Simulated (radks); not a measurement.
Problem. Valence configurations of Ca (all share [Ar]). Calculated with a radial shooting solver on a logarithmic mesh with Libxc functionals: non-relativistic Kohn-Sham, r2SCAN, spin-polarised, spherical densities, point nucleus; open shells are filled with parallel spins first; meta-GGA in the generalised Kohn-Sham scheme. Order these by energy: 3d1.5 4s0.5; 4s1 4p1; 4s2; 4s1.5 4p0.5; 3d1 4s1; 4p2; 3d0.5 4s1.5; 3d2.

Solution. From the lowest, in eV above it: 4s2 0.000; 3d0.5 4s1.5 0.988; 4s1.5 4p0.5 1.033; 4s1 4p1 1.612; 3d1 4s1 1.740; 3d1.5 4s0.5 3.193; 4p2 4.225; 3d2 4.535. NIST lists [Ar] 4s2 as the ground configuration; this level of theory agrees among the configurations tried. The energies are those of spherical high-spin densities, not of single terms.
